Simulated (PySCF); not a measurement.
Methyldifluoroisocyanate silane, C2H3F2NOSi.
Numbering: `[CH3:1][Si:2]([F:3])([F:4])[N:5]=[C:6]=[O:7]` (hydrogens: H8, H9, H10 on C1)

Structure optimised with GFN2-xTB, isolated species.

(1) List the bond lengths, angles and torsions at this level.

Results:

(1) 
```
                bond  length (pm)   order
              C1–Si2        187.8  single
      Si2–F3, Si2–F4        159.4  single
              Si2–N5        170.6  single
               N5=C6        118.9  double
               C6=O7        115.1  double
C1–H8, C1–H9, C1–H10        108.7  single
```

Bonds in one row agree within 1 pm and their mean is given. Orders are formal, as drawn. A selection of angles:
```
    angle  degrees
Si2–C1–H8    111.2
 H8–C1–H9    107.6
C1–Si2–F3    112.8
C1–Si2–N5    115.4
F3–Si2–F4    102.7
F3–Si2–N5    105.7
Si2–N5–C6    159.6
 N5–C6–O7    176.6
```

Torsions: C1–Si2–N5–C6 -3° (synperiplanar). The mirror-image conformer, all signs reversed, is as good.

Si2 (fluorine-bound silicon) is distorted tetrahedral (angles from 102.7° to 115.4°).

Point group: near Cs, missed by 0.27 Å at most; the miss may be what the optimiser left on a soft mode. Not checked by GFN2-xTB frequencies. The numbers are those of one conformer.

The numbers are calculated, not measured.
